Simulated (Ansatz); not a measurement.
Consider the cleavage of the Si–Ge bond: `[SiH3][GeH2][GaH2]` + `CCB(O)O` → `CCB(O)O[SiH3]` + `[GaH2][GeH3]`.

Program: Ansatz. Geometries: PBE0-D4/def2-TZVP. ΔE: electronic, gas phase. CCSD(T)/CBS is the MP2 limit (def2-TZVPP, def2-QZVPP) plus CCSD(T) − MP2 in def2-TZVPP, frozen cores. DFT in def2-TZVPP. B3LYP here is the variant with VWN-RPA as its local correlation; programs differ in this. For Ga, Ge outer-core shells are correlated without core-valence functions, which leaves a few kJ/mol of doubt a bond. Scalar relativity is left out up to krypton. One conformer a species, not always the lowest.

`[SiH3][GeH2][GaH2]`:

```xyz
10

Si   -0.263   -1.573   -0.847
Ge   -0.461    0.764   -0.420
Ga    0.814    1.373    1.566
H    -1.038   -1.973   -2.052
H    -0.765   -2.345    0.321
H     1.166   -1.927   -1.060
H    -1.962    1.083   -0.262
H     0.037    1.510   -1.675
H     2.327    1.781    1.441
H     0.146    1.308    2.987
```

`CCB(O)O`:

Cartesian coordinates in Å:
```
C -0.391 0.991 -1.099
C -0.798 0.000 -0.016
B 0.384 -0.687 0.766
O 1.708 -0.444 0.513
O 0.088 -1.578 1.754
H -1.256 1.429 -1.601
H 0.191 1.823 -0.689
H 0.216 0.514 -1.876
H -1.421 -0.794 -0.443
H -1.446 0.489 0.721
H 1.843 0.192 -0.193
H 0.881 -1.936 2.163
```

`CCB(O)O[SiH3]`:

Z-matrix (Å, degrees):
```
C
C 1 1.523
H 1 1.092 2 111.1
H 1 1.093 2 111.7 3 -120.5
H 1 1.092 2 111.1 3 118.9
B 2 1.572 1 115.8 3 -59.5
H 2 1.099 1 110.2 3 177.8
H 2 1.099 1 110.2 3 63.4
O 6 1.375 2 122.3 1 179.9
O 6 1.360 2 120.0 1 -0.1
Si 9 1.646 6 132.7 2 -0.2
H 10 0.962 6 111.8 2 -180.0
H 11 1.486 9 110.6 6 -60.2
H 11 1.481 9 107.1 6 -179.7
H 11 1.486 9 110.6 6 60.8
```

`[GaH2][GeH3]`:

```xyz
7

Ga    0.992    0.140   -0.995
Ge   -0.743   -0.113    0.707
H     1.284    1.550   -1.627
H     1.851   -1.094   -1.455
H    -1.311   -1.542    0.779
H    -0.150    0.206    2.096
H    -1.924    0.853    0.495
```

| level | ΔE (kJ/mol) |
| --- | --- |
| PBE-D4 | -40.1 |
| B3LYP-D4 | -62.9 |
| B2PLYP | -65.1 |
| r2SCAN | -55.7 |
| PBE0 | -46.1 |
| HF/def2-TZVPP | -87.4 |
| MP2/def2-QZVPP | -64.1 |
| MP2/CBS(def2) | -62.6 |

Task: What does CCSD(T)/CBS give? (Best estimate.)

Result: Computed: -60.2 kJ/mol. The listed levels differ from it by 20.1, -2.7, -4.9, 4.5, 14.1, -27.2, -3.9, -2.4 kJ/mol.

Largest T1 diagnostic among the species: 0.013.

In def2-TZVPP, CCSD(T) changes the Hartree–Fock value by +25.9 kJ/mol (the triples alone add +3.2 kJ/mol) and MP2 by +23.5 kJ/mol. From PBE to PBE0 (25 % exact exchange), in def2-TZVPP and without D4, ΔE moves by −6.5 kJ/mol.
